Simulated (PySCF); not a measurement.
# Two-component Hartree-Fock for S(13+) (sulfur, charge +13)

Start: [He] 2s1; 2s1/2 filled at m_j = +1/2. Calculated with PySCF 2.14 in an uncontracted even-tempered set (17 s from 2.3 bohr⁻², ratio 2.4; 10 p from 3 bohr⁻², ratio 2.4; 5 d from 9.2 bohr⁻², ratio 2.6; 4 f from 14 bohr⁻², ratio 2.6): generalised Hartree-Fock with the X2C-1e Hamiltonian and a Gaussian nucleus; one run each with spin-orbit coupling (SO) switched off, then screened by Boettger's factors.

```csv
spinor shell,electrons,"ε, spin-free (eV)","ε, screened SO (eV)",weight of nominal j (screened SO),"rms radius, screened SO (bohr)"
1s1/2,2,-3145.1,-3145.1,1.000,0.111
2s1/2,1,-706.98,-706.98,1.000,0.438
```

```tsv
quantity	spin-free	screened SO
E (hartree)	-272.89480	-272.89480
M_J	1/2	1/2
⟨J²⟩	0.750	0.750
⟨L²⟩	0.000	0.000
⟨S²⟩	0.750	0.750
```

Each row is a mean over spinors that exchange with the open shell spreads, by up to 8.567 eV (1s1/2).

Without spin-orbit coupling the j labels of p, d and f shells carry no meaning; the spin-free column gives the mean over the occupied spinors of each nl shell.
